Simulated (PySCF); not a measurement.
**Nuclear quadrupole coupling in `[SiH3]Cc1cc[nH+]cc1`**

C₆H₁₀NSi (charge +1).
SMILES with atom numbers: `[SiH3:1][CH2:2][c:3]1[cH:4][cH:5][nH+:6][cH:7][cH:8]1` (hydrogens: H9, H10, H11 on Si1; H12, H13 on C2; H14 on C4; H15 on C5; H16 on N6; H17 on C7; H18 on C8)

Structure used (GFN2-xTB), in Å, numbered top down from 1:
```
atom  x, y, z in Å
Si1   -2.4942   -0.4771   -1.0386
C2    -1.5799    0.6334    0.3086
C3    -0.1639    0.3479    0.2958
C4     0.3925   -0.6771    1.0892
C5     1.7302   -0.9527    1.0314
N6     2.5358   -0.2546    0.2119
C7     2.0550    0.7257   -0.5728
C8     0.7249    1.0410   -0.5523
H9    -2.2022   -1.8588   -0.6612
H10   -3.8951   -0.1018   -0.9267
H11   -1.8705   -0.1288   -2.3138
H12   -2.0361    0.3920    1.2644
H13   -1.7907    1.6666    0.0479
H14   -0.2401   -1.2409    1.7559
H15    2.1842   -1.7229    1.6357
H16    3.5278   -0.4668    0.1913
H17    2.7590    1.2472   -1.2030
H18    0.3545    1.8339   -1.1821
```

Field gradients from the PBE0/pcSseg-1 density (PySCF, non-relativistic), principal values in atomic units, ordered |Vxx| ≤ |Vyy| ≤ |Vzz|:

```csv
atom,Vxx,Vyy,Vzz
N6,0.1529,0.2013,-0.3542
```

**Question.** Find the asymmetry η = (Vxx − Vyy)/Vzz and the couplings χ = eQV/h (234.96 MHz × Q in barn × V in au), with Q(14N) = 0.02044 b.

**Answer.** 
| atom | environment | nucleus | η | χzz (MHz) | χxx (MHz) | χyy (MHz) |
| --- | --- | --- | --- | --- | --- | --- |
| N6 | pyridinium-type nitrogen | 14N | 0.14 | -1.701 | 0.734 | 0.967 |

**Question.** What is Vzz at N6 in SI units (1 au = 9.71736 × 10²¹ V/m²)?

**Answer.** -0.3542 au = -3.442 × 10²¹ V/m².

**Question.** And the gradient at the other heavy atoms, for which no coupling is worked out here?

**Answer.** 
```
atom                          environment  Vzz (au)     η
 Si1                         SiH3 silicon     0.611  0.19
  C2          sp3 carbon bound to silicon     0.093  0.17
  C3          substituted aromatic carbon     0.559  0.09
  C4                   aromatic CH carbon     0.298  0.18
  C5  aromatic CH next to a ring nitrogen    -0.376  0.73
  C7  aromatic CH next to a ring nitrogen    -0.376  0.73
  C8                   aromatic CH carbon     0.298  0.18
```

**Question.** What couplings would deuterons (Q(2H) = 0.00286 b) have in place of the hydrogens, at this geometry?

**Answer.** 
```
atom  bonded to  bond length (Å)  Vzz (au)     η  χzz (kHz)
  H9        Si1            1.462    0.1598  0.03        107
 H10        Si1            1.455    0.1640  0.01        110
 H11        Si1            1.462    0.1599  0.03        107
 H12         C2            1.086    0.3133  0.07        211
 H13         C2            1.086    0.3133  0.07        211
 H14         C4            1.078    0.3193  0.08        215
 H15         C5            1.079    0.3112  0.09        209
 H16         N6            1.015    0.3678  0.15        247
 H17         C7            1.079    0.3112  0.09        209
 H18         C8            1.078    0.3193  0.08        215
```

Isolated species at its GFN2-xTB geometry (one conformer only). GFN2-xTB bond lengths can be off by several hundredths of an ångström, more for odd bonds, and the gradients follow them. With so small a basis the couplings can be 20 % off.
